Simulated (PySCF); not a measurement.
**Excitation energy of P⁺ by level of theory**

P⁺ [Ne] 3s2 3p2 (3P) → P⁺ [Ne] 3s1 3p3 (5S), as a difference of total energies. Computed with PySCF 2.14 in aug-cc-pV(D+d)Z (5s4p3d, 32 functions), with the non-relativistic Hamiltonian (point nucleus). Correlated levels: valence: [Ne] frozen. The calculations carry no spin-orbit coupling.

| method | excitation energy (eV) |
| --- | --- |
| UHF | 3.928 |
| MP2 (valence) | 4.820 |
| SCS-MP2 (valence) | 5.232 |
| CCSD (valence) | 5.213 |
| CCSD(T) (valence) | 5.242 |
| CCSDT (valence) | 5.252 |

Task: How much does correlation contribute at CCSD(T) (valence)?

Result: 5.242 − (3.928) = 1.314 eV, measured against UHF.

Errors of the correlated levels include the incompleteness of this basis and the frozen core.

For comparison: 5.627 eV (measured; NIST levels, between the centres of gravity of the two terms).
